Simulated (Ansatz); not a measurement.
`F[CH2][InH2]` + H–F → `[F][InH2]` + fluoromethane at 400 K and 1 bar (ligand exchange at the In–C bond).

Isolated molecules relaxed with PBE0-D4/def2-TZVP in Ansatz; ΔE leaves out vibrations. CCSD(T)/CBS is the MP2 limit (def2-TZVPP, def2-QZVPP) plus CCSD(T) − MP2 in def2-TZVPP, frozen cores. This one scheme is used for every species. def2 core potentials past Kr. For In outer-core shells are correlated without core-valence functions, which leaves a few kJ/mol of doubt a bond.

```json
{"species": "`F[CH2][InH2]`", "CCSD(T)/CBS energy (Eh)": "-330.00580", "H − E (kJ/mol)": "130.4", "S (J/(mol·K))": "339.0"}
{"species": "H–F", "CCSD(T)/CBS energy (Eh)": "-100.39570", "H − E (kJ/mol)": "36.5", "S (J/(mol·K))": "182.2"}
{"species": "`[F][InH2]`", "CCSD(T)/CBS energy (Eh)": "-290.81142", "H − E (kJ/mol)": "53.0", "S (J/(mol·K))": "281.4"}
{"species": "`CF`", "CCSD(T)/CBS energy (Eh)": "-139.63461", "H − E (kJ/mol)": "117.5", "S (J/(mol·K))": "234.3"}
```

H − E and S are ideal-gas, rigid-rotor, harmonic terms from PBE0-D4/def2-TZVP. 1 Eh = 2625.50 kJ/mol, R = 8.31446 J/(mol·K).

Problem. By hand: ΔE, ΔH, ΔS and ΔG.

Solution. ΔE = (-290.81142) + (-139.63461) − (-330.00580) − (-100.39570) = -0.04453 Eh = -116.9 kJ/mol. Δ(H − E) = 53.0 + 117.5 − 130.4 − 36.5 = 3.6, so ΔH = -113.3 kJ/mol. ΔS = 281.4 + 234.3 − 339.0 − 182.2 = -5.5 J/(mol·K). ΔG = -113.3 − 400 × (-5.5)/1000 = -111.1 kJ/mol.

Problem. By hand: the equilibrium constant, and the temperature at which ΔG would vanish if ΔH and ΔS stayed fixed.

Solution. log₁₀ K = −ΔG/(RT ln 10) = 14.5. ΔG = 0 at ΔH/ΔS = 20600 K, far beyond where these terms or the molecules hold.

The number of gas molecules stays the same, so ΔS is small and ΔH decides. A doubt of 5 kJ/mol in ΔE shifts log₁₀ K by 0.7 here. These are equilibria of isolated gas molecules and say nothing of rates. Largest T1 diagnostic: 0.016 (customary marks: 0.02 for closed shells, 0.045 for open ones).
